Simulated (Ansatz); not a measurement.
Consider the formal exchange of groups at the Sn–S bond: `[OH][Sn][SH]` + ethane → `C[CH2][Sn][OH]` + H₂S.

Computed with Ansatz on PBE0-D4/def2-TZVP structures; ΔE is electronic, products minus reactants. CCSD(T)/CBS adds triple-zeta CCSD(T) − MP2 to the extrapolated MP2 energy (def2 sets, frozen cores). This one scheme is used for every species. def2 core potentials past Kr. For Sn outer-core shells are correlated without core-valence functions, which leaves a few kJ/mol of doubt a bond. Each species was taken in one conformer, which may not be the lowest.

`[OH][Sn][SH]`:

Cartesian coordinates in Å:
```
O -1.089 1.078 -0.318
Sn 0.761 1.316 0.336
S 1.450 -1.037 0.445
H -1.403 0.185 -0.476
H 0.282 -1.542 0.013
```

`CC`:

Cartesian coordinates in Å:
```
C -0.257 -0.650 -0.297
C 0.257 0.650 0.297
H -1.122 -1.026 0.254
H -0.562 -0.519 -1.338
H 0.509 -1.429 -0.276
H 1.122 1.026 -0.254
H 0.562 0.519 1.338
H -0.509 1.429 0.276
```

`C[CH2][Sn][OH]`:

```xyz
10

C     0.747   -0.006   -0.662
C     0.121   -0.925    0.373
Sn   -1.605   -0.129    1.503
O    -1.661    1.648    0.623
H     1.125    0.917   -0.211
H     1.594   -0.473   -1.176
H     0.030    0.280   -1.438
H     0.860   -1.233    1.124
H    -0.224   -1.860   -0.087
H    -0.987    1.782   -0.050
```

H₂S:

```xyz
3

S     0.343    0.291    0.426
H     0.579   -0.136   -0.823
H    -0.922   -0.155    0.397
```

| species | CCSD(T)/CBS(def2) energy (Eh) |
| --- | --- |
| `[OH][Sn][SH]` | -688.24306 |
| `CC` | -79.71954 |
| `C[CH2][Sn][OH]` | -368.93756 |
| H₂S | -398.97279 |

Q: Work out ΔE.

A: ΔE = (-368.93756) + (-398.97279) − (-688.24306) − (-79.71954) = 0.05225 Eh = +137.2 kJ/mol.

Q: What do rigid-rotor, harmonic-oscillator terms from PBE0-D4/def2-TZVP frequencies (298.15 K, 1 bar) make of the CCSD(T)/CBS value? (An estimate is asked.)

A: Ansatz gave: ΔZPE = -10.7 kJ/mol, ΔH = +128.0 kJ/mol, ΔS = 2 J/(mol·K), ΔG = +127.4 kJ/mol.

Largest T1 diagnostic among the species: 0.017.

At CCSD(T), def2-SVP lies −4.7 kJ/mol from the extrapolated value and def2-TZVPP −5.6 kJ/mol. The D4 term adds −4.9 kJ/mol with B3LYP and −2.8 kJ/mol with PBE0; it sums over pairs of atoms, weighted by their polarisabilities, and B3LYP, whose exchange is more repulsive, gets the larger term.

B3LYP here is the variant with VWN-RPA as its local correlation; programs differ in this.
